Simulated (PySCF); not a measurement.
Radial density of S (sulfur, neutral)

UHF, [Ne] 3s1 3p5, high-spin 3P determinant (an excited configuration). Calculation: PySCF 2.14, in aug-cc-pVQZ-DK (7s6p4d3f2g, 84 functions); the spin-free X2C one-electron Hamiltonian (Gaussian nucleus).

| r (bohr) | 4πr²ρ (e/bohr) | 4πr²(ρα − ρβ) |
| --- | --- | --- |
| 0.00150 | 0.08798 | 0.0003 |
| 0.00253 | 0.2299 | 0.0007 |
| 0.00425 | 0.5916 | 0.0019 |
| 0.00715 | 1.475 | 0.0048 |
| 0.0120 | 3.473 | 0.0112 |
| 0.0202 | 7.414 | 0.0237 |
| 0.0340 | 13.35 | 0.0417 |
| 0.0572 | 18.11 | 0.0528 |
| 0.0962 | 16.21 | 0.0498 |
| 0.162 | 12.05 | 0.1222 |
| 0.272 | 16.38 | 0.3134 |
| 0.458 | 14.80 | 0.1216 |
| 0.770 | 4.276 | 0.2205 |
| 1.30 | 3.210 | 1.4351 |
| 2.18 | 2.403 | 0.7922 |
| 3.67 | 0.4173 | -0.0100 |
| 6.17 | 0.01468 | -0.0076 |
| 10.4 | 4.928e-05 | 0.0000 |

Densities and radii are taken from the X2C orbitals without a picture-change correction, which distorts them close to the nucleus.

Question: Where is the radial spin density 4πr²(ρα − ρβ) most negative, and why is it negative at all?

Answer: Around r = 3.67 bohr, down to -0.0100 e/bohr: exchange with the open shell polarises the paired shells in an unrestricted calculation.
